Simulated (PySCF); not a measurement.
Simulated absorption spectrum

Compound: C6H6N2.
SMILES: `C(=C)(/N=C\C=C)C#N`

Method: TDDFT PBE0/def2-SVPD, vertical, gas phase, core orbitals frozen in the response in PySCF 2.14.0, density-fitted response routines. Isolated species at its PBE0-D3(BJ)/def2-SVP geometry (one conformer only). Torsions of this conformer, `[CH2:1]=[CH:2]/[CH:3]=[N:4]\[C:5](=[CH2:6])[C:7]#[N:8]`: C1–C2–C3–N4 -179°, C3–N4–C5–C6 153°.

Broadening: Gaussians 0.25 eV wide at half height, area fixed by f = 4.319×10⁻⁹ ∫ε dν̃. The width is an assumption, not a result. The curve ends short of the highest state used, and states not computed would add to its high-energy end.

E (eV), ε (L mol⁻¹ cm⁻¹) and a bar:
```
     3.44         14 
     3.54        253 
     3.63       1562 #
     3.73       5082 ####
     3.83       6811 #####
     3.93       3759 ###
     4.03        854 #
     4.13         80 
     4.23          3 
     4.32          0 
     4.42          0 
     4.52         20 
     4.62        505 
     4.72       5327 ####
     4.82      23148 #################
     4.91      40938 ##############################
     5.01      35770 ##########################
     5.11      22783 #################
     5.21      20495 ###############
     5.31      12563 #########
     5.41       3548 ###
     5.50       1023 #
     5.60        776 #
     5.70        437
```

**Question.** Where are the band maxima, and which computed states make them?

**Answer.** 325 nm (3.81 eV), ε about 6900, made up of S1 (100%); 251 nm (4.94 eV), ε about 42000, made up of S2 (98%) (ε in L mol⁻¹ cm⁻¹; maxima over ε = 5, shares over 10%). The states used: S1 3.81 eV (f 0.064); S2 4.94 eV (f 0.387); S3 5.21 eV (f 0.176); S4 5.59 eV (f 0.0070); S5 6.11 eV (f 0.068); S6 6.30 eV (f 0.014).

**Question.** Coming from long wavelengths, where does ε first pass 100 L mol⁻¹ cm⁻¹?

**Answer.** At about 354 nm (3.50 eV), 0.31 eV below S1.

**Question.** On this curve, what absorbance would a 10⁻⁴ mol/L sample give at 266 nm over a 1 cm path?

**Answer.** 266 nm is 4.661 eV, where ε is about 1500 L mol⁻¹ cm⁻¹, so A = ε c l ≈ 0.15 (Beer–Lambert, with the gas-phase spectrum and the assumed width).

**Question.** What would ε be at 4.94 eV, the highest of these maxima, with half the width (0.125 eV)?

**Answer.** About 83300 L mol⁻¹ cm⁻¹ against 42500, a factor of about 1.96; a lone state at its own centre would give exactly 2.

Hardware: Arm Neoverse V1, one thread, shared host. Cost: 35 s of wall time.
